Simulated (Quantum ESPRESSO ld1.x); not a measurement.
Q: These are the eigenvalues of the occupied orbitals of an atom or ion with whole-number occupations (eV). All-electron calculation, scalar-relativistic Kohn-Sham, LDA (Slater exchange, VWN5 correlation), spin-polarised, spherical densities, point nucleus. Program: ld1.x of Quantum ESPRESSO 7.5.

1s up: -69447.0
1s down: -69446.9
2s up: -11993.6
2s down: -11993.4
2p up: -10493.5
2p down: -10493.3
3s up: -2767.26
3s down: -2767.19
3p up: -2323.12
3p down: -2323.04
3d up: -1811.51
3d down: -1811.39
4s up: -576.006
4s down: -575.838
4p up: -430.264
4p down: -430.092
4d up: -245.576
4d down: -245.363
5s up: -87.2762
5s down: -85.7254
5p up: -51.5897
5p down: -49.5566
4f up: -40.8853
4f down: -40.4658
6s up: -13.2296
5d up: -12.8891

Which element is it, and in what charge state? The configuration may be excited. Open shells, if any, are filled with parallel spins first.

A: Z = 74, tungsten, charge +1: W+ in [Xe] 4f14 5d4 6s1. The list shows which subshells hold electrons but not how many an open one holds; the 1s level, -2552.1 hartree, gives Z - s = 71.4 by -(Z - s)^2/2, which with screening and relativity narrows Z to a few neighbours, and the depths of the outer levels then fix element, charge and occupations together.
